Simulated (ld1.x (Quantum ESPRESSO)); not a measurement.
# Reading a pseudo-wave (erbium (Er))

Columns: radius, all-electron u(r) and pseudo u(r) of the 4f shell (level -6.28 eV) of erbium in the configuration [Kr] 4d10 4f11.5 5s2 5p6 5d0.5 6s2 6p0; PBEsol, scalar-relativistic, TM scheme, ld1.x (Quantum ESPRESSO) 7.5.

```
r (bohr)  all-electron  pseudo
   0.145        0.2581  0.0297
   0.290        0.8301  0.3337
   0.435        1.1071  0.9253
   0.580        1.1139  1.2814
   0.725        1.0054  1.2006
   0.870        0.8682  0.9546
   1.015        0.7363  0.7533
   1.160        0.6204  0.6210
   1.305        0.5220  0.5220
   1.450        0.4397  0.4397
   1.595        0.3712  0.3712
   1.740        0.3144  0.3144
   1.885        0.2672  0.2672
   2.030        0.2279  0.2279
   2.175        0.1951  0.1951
   2.320        0.1676  0.1676
   2.465        0.1446  0.1446
   2.610        0.1251  0.1251
   2.755        0.1087  0.1087
   2.900        0.0948  0.0948
   3.045        0.0829  0.0829
   3.190        0.0727  0.0727
   3.335        0.0639  0.0639
   3.480        0.0563  0.0563
   3.625        0.0497  0.0497
   3.770        0.0439  0.0439
```

(1) How many radial nodes do the two functions have?

(2) At about which radius was the pseudo-wave matched?

(3) Where does each function peak?

(4) Is the pseudo-wave norm-conserving?

## Answers

(1) The all-electron 4f function has n − l − 1 = 0; the pseudo-wave has 0.

(2) 1.30 bohr, where the columns begin to agree (steps of 0.14 bohr).

(3) Outermost all-electron maximum near 0.58 bohr, pseudo maximum near 0.58 bohr (to the table’s step).

(4) Yes: the TM scheme keeps the norm inside the radius equal to the all-electron one, which fixes the energy derivative of the logarithmic derivative at the level.
